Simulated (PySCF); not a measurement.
Calculation: PySCF 2.14.0 with PBE-D3(BJ)/def2-TZVP // B3LYP-D3(BJ)/def2-SVP. Isolated molecules, 0 K electronic values unless said otherwise. One relaxed conformer stands for a flexible species; it need not be the lowest. Excitations are Tamm–Dancoff values on a coarser integration grid. The basis has no diffuse functions, so Rydberg states are missing or too high.

Reference species (SMILES): `O[Si](O)(O)O` (neutral, multiplicity 1).

```
Quantity               Result
-------------------  --------
T1 excitation (TDA)   6.70 eV
HOMO–LUMO gap         6.82 eV
HOMO                 -7.35 eV
```

Changed species: `CC[Si](O)(O)O` (1 of 4 OH replaced by C2H5; the reference has 0 of 4 OH replaced by C2H5).

**Question.** What does the change do to the T1 excitation (TDA), HOMO–LUMO gap and HOMO?

**Answer.** the T1 excitation (TDA) falls by 0.26 eV, to 6.44 eV; the HOMO–LUMO gap falls by 0.29 eV, to 6.53 eV; the HOMO rises by 0.46 eV, to -6.89 eV.
